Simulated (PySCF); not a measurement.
# What a mistake does to a calculation on CClGeH3Si

All numbers below are calculated, not measured. They come from PySCF 2.14.0, an open-source quantum chemistry program, on an isolated molecule that a program drew, which may never have been made. The molecule is CClGeH3Si (charge 0, singlet), drawn as the SMILES string `Cl[Si][CH]=[GeH2]`.

Each row is a Hartree-Fock (HF) and frozen-core CCSD(T) single point in the cc-pV(D+d)Z basis, meant for a local HF minimum. Run 1 is clean. Each other run has one planted mistake out of seven kinds, and not every kind appears here: one electron removed, one electron added, multiplicity raised by two, geometry at a saddle point, minimal basis STO-3G, one bond length entered in bohr, all coordinates scaled. The reference is restricted for singlets and unrestricted otherwise, and also for a bond in bohr. Adding or removing an electron swaps singlet and doublet. Electrons count all cores. HOMO and LUMO are orbital energies over both spins, the gradient is its largest component, and the lowest frequency (negative if imaginary) is given only where the gradient is small. Bond lengths are over the 6 bonds as drawn. T1 is the CCSD diagnostic: over 0.02 (restricted) or 0.045 (unrestricted) a single reference is doubtful. Germanium has the cc-pVDZ-PP basis, with a core potential (ECP10MDF) in place of its 10 inner electrons, and its 3s, 3p and 3d shells are frozen in CCSD(T).

Geometry of the clean run:
```xyz
7
CClGeH3Si, angstrom
Cl   -0.9770   -4.7456   -0.5959
Si   -0.8292   -2.8525   -1.6076
C    -0.8287   -1.6720   -0.2096
Ge   -0.9238   -1.9490    1.5512
H    -0.7592   -0.6221   -0.4935
H    -0.9068   -0.7937    2.5473
H    -1.0273   -3.2970    2.2311
```

| run | electrons | basis functions | <S^2> | HOMO (eV) | LUMO (eV) | gradient (hartree/bohr) | lowest frequency (cm^-1) | mean bond (Å) | longest bond (Å) | T1 | HF (hartree) | CCSD(T) (hartree) | mistake |
|---|---|---|---|---|---|---|---|---|---|---|---|---|---|
| 1 | 72 | 98 | 0.000 | -8.72 | 0.17 | 1.9e-05 | 101 | 1.6491 | 2.152 | 0.0163 | -1081.39699 | -1081.90736 | no fault |
| 2 | 73 | 98 | 1.011 | -1.34 | 6.31 | 3.6e-02 | - | 1.6491 | 2.152 | 0.0344 | -1081.41917 | -1081.93467 | one electron added |
| 3 | 72 | 98 | 2.314 | -7.14 | -0.36 | 4.8e-02 | - | 1.6491 | 2.152 | 0.0382 | -1081.35391 | -1081.83989 | multiplicity raised by two |
| 4 | 72 | 98 | 0.000 | -8.86 | -0.09 | 4.4e-02 | - | 1.7530 | 2.287 | 0.0188 | -1081.37270 | -1081.89304 | all coordinates scaled |
| 5 | 72 | 98 | 1.772 | -8.68 | 0.34 | 3.5e-02 | - | 1.9138 | 3.373 | 0.0771 | -1081.28290 | -1081.75312 | one bond length entered in bohr |
| 6 | 71 | 98 | 0.769 | -14.63 | -6.23 | 7.9e-02 | - | 1.6491 | 2.152 | 0.0213 | -1081.12316 | -1081.60648 | ? |

**Which mistake was planted in run 6, and what did it cost?**

It counts 71 electrons, one fewer than the clean run, at the same geometry and basis. So the mistake is: one electron removed. Subtracting run 1 and multiplying by 627.51 kcal/mol a hartree, the energy moved by 171.8 kcal/mol in HF and 188.8 kcal/mol in CCSD(T).

Cautions from the logs. Run 5: T1 is over the limit, so its CCSD(T) energy is less reliable.
